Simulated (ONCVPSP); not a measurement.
# Before and after: ONCV potential for nickel

* Element: Ni (Z = 28)
* Generator: ONCVPSP 4.0.1
* Type: optimised norm-conserving Vanderbilt (ONCV)
* Functional: PBE
* Relativity: scalar-relativistic
* Frozen core: [Ne]
* Valence charge: 18
* Reference configuration: 3s2 3p6 3d8 4s1.75 4p0.25
* Partial waves: 3s+4s: rc 1.10 bohr, ncon 4, nbas 8, qcut 9.1 1/bohr, 2 projectors; 3p+4p: rc 1.15 bohr, ncon 3, nbas 6, qcut 14 1/bohr, 2 projectors; 3d: rc 0.85 bohr, ncon 4, nbas 8, qcut 16.5 1/bohr, 2 projectors, debl 3.9 Ha
* Local potential: polynomial inside 0.80 bohr (lpopt 2, dvloc0 0 Ha)
* Core correction: none

Change: core [Ar], valence charge 10; reference 3d8 4s1; waves now 4s: rc 2.30 bohr, ncon 4, nbas 8, qcut 2.5 1/bohr, 2 projectors, debl 0.3 Ha; p scattering state at 0.07 Ha: rc 1.80 bohr, ncon 4, nbas 7, qcut 5.4 1/bohr, 2 projectors, debl 0.6 Ha; 3d: rc 1.05 bohr, ncon 3, nbas 8, qcut 14 1/bohr, 1 projector; local potential polynomial inside 1.00 bohr (lpopt 5, dvloc0 4 Ha). In the s channel the program set the typed energies aside and used -0.485, 0.250 Ha. In the p channel the program set the typed energies aside and used 0.050, 0.650 Ha.

Cutoffs: the cutoffs (Ha) at which the residual kinetic energy of the hardest occupied pseudo-wave falls to 1 and 0.1 mHa per electron; they do not see the model core or the augmentation charge, which bear on the density cutoff. Errors are all-electron minus pseudo energies relative to the spin-unpolarised reference configuration.

Task: What does the change do?

Result: The potential gets softer (114 Ha and 128 Ha → 78 Ha and 87 Ha); a bound ghost appears in p, s, which as a rule spoils a file; the number of tests with a reliable result goes from 3 to 2. The shells moved into the core no longer need plane waves of their own. Several settings change at once here, so the effects cannot be laid on one of them.

| quantity | base | changed |
| --- | --- | --- |
| cutoff, loose | 114 Ha | 78 Ha |
| cutoff, tight | 128 Ha | 87 Ha |
| bound ghosts | none | p, s |
| GHOST(+) flags under 300 eV | none | none |
| tests with a reliable result | 3 of 4 | 2 of 4 |

 A true bound ghost makes a file unfit for plane-wave use even where its test errors are small: the radial tests pick states by their node count and pass the ghost by.
